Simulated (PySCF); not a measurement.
# Excitation energy of Pb by level of theory

Pb [Xe] 4f14 5d10 6s2 6p2 (3P) → Pb [Xe] 4f14 5d10 6s1 6p3 (5S), as a difference of total energies. Computed with PySCF 2.14 in def2-QZVPPD with the def2 core potential (60 electrons) (8s6p5d4f1g, 88 functions), with scalar relativity through the core potential. Correlated levels: valence: 5s2 5p6 5d10 frozen. The calculations carry no spin-orbit coupling.

| method | excitation energy (eV) |
| --- | --- |
| UHF | 4.697 |
| MP2 (valence) | 5.388 |
| SCS-MP2 (valence) | 5.698 |
| CCSD (valence) | 5.510 |
| CCSD(T) (valence) | 5.536 |

Question: How much does correlation contribute at CCSD(T) (valence)?

Answer: 5.536 − (4.697) = 0.839 eV, measured against UHF.

Spin-orbit coupling is strong in these open shells (close to jj coupling). The scalar numbers leave it out and a first-order estimate fails, so it can dominate the gap to the real levels.
